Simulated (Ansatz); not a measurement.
Reactions of C2H9NO2Si, SMILES `CN(C)[SiH](O)O`.

Program: Ansatz. Geometries: PBE0-D4/def2-TZVP. ΔE: electronic, gas phase. CCSD(T)/CBS adds triple-zeta CCSD(T) − MP2 to the extrapolated MP2 energy (def2 sets, frozen cores). This one scheme is used for every species, atoms too. Functionals use def2-TZVPP. No spin–orbit coupling; open shells (•) take unrestricted orbitals. Spin–orbit coupling would lower the free atoms: a little for C, O, Si. For As, Ge outer-core shells are correlated without core-valence functions, so the limit isn't a true one: a few kJ/mol of doubt a bond, and 10 to 20 or more in all where bonds break to atoms. Scalar relativity is left out up to krypton. Each species was taken in one conformer, which may not be the lowest.

```
                                                              reaction  CCSD(T)/CBS(def2) (kJ/mol)
             `CN(C)[SiH](O)O` + `N[AsH]O` → `CN[AsH]O` + `CN[SiH](O)O`                           3
                              `CN(C)[SiH](O)O` → `C[N]C`• + `O[SiH]O`•                         448
                      `CN(C)[SiH](O)O` + CH₃OH → `CO[SiH](O)O` + `CNC`                         -48
                                `CN(C)[SiH](O)O` → `O[SiH2]O` + `C=NC`                           ?
`CN(C)[SiH](O)O` + `[OH][GeH2][OH]` → `[OH][GeH2][O][SiH](O)O` + `CNC`                         -74
                  `CN(C)[SiH](O)O` → `[CH2]` (triplet) + `CN[SiH](O)O`                         407
                                 `CN(C)[SiH](O)O` → H₂O + `CN(C)[Si]O`                           ?
                           `CN(C)[SiH](O)O` → `[OH]`• + `CN(C)[SiH]O`•                           ?
                      `CN(C)[SiH](O)O` → 2 C• + 9 H• + N• + 2 O• + Si•                        5790
                                    `CN(C)[SiH](O)O` → `CO[Si](C)(N)O`                         -60
```

**Question.** Fill in the missing values. (Estimate.)

**Answer.** Computed: `CN(C)[SiH](O)O` → `O[SiH2]O` + `C=NC`: +184.0 kJ/mol; `CN(C)[SiH](O)O` → H₂O + `CN(C)[Si]O`: +242.5 kJ/mol; `CN(C)[SiH](O)O` → `[OH]`• + `CN(C)[SiH]O`•: +582.9 kJ/mol.

Largest T1 diagnostic: 0.015, for `O[SiH]O`•.
